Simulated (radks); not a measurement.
Fractional charge and spin in the 4s shell of cobalt: the spin-up occupation runs from 0 to 1 and the spin-down occupation from 0 to 1; the fullest corner is Co, [Ar] 3d(up 3.5, down 3.5) 4s(up 1, down 1). Calculated with a radial shooting solver on a logarithmic mesh with Libxc functionals: non-relativistic Kohn-Sham, PBE, spin-polarised, spherical densities, point nucleus. Energy (eV) above the fullest corner. The planes named below are the two flat planes that join the four corners, with an edge along up + down = one added electron.

down \ up,0,0.5,1
0,25.423,16.065,8.607
0.5,16.065,8.881,3.478
1,8.607,3.478,0.000

Corners above the fullest one (they belong to Co+ and the next ion): (up 1, down 0) 8.607 eV, (up 0, down 1) 8.607 eV, (up 0, down 0) 25.423 eV. With half an added electron in each spin the energy lies 0.274 eV from the planes, and with half an added electron in spin up alone -0.950 eV. The planes are only a guide here: the flat-plane condition holds for ground states with one frontier orbital, while other shells are open and held unpolarised.
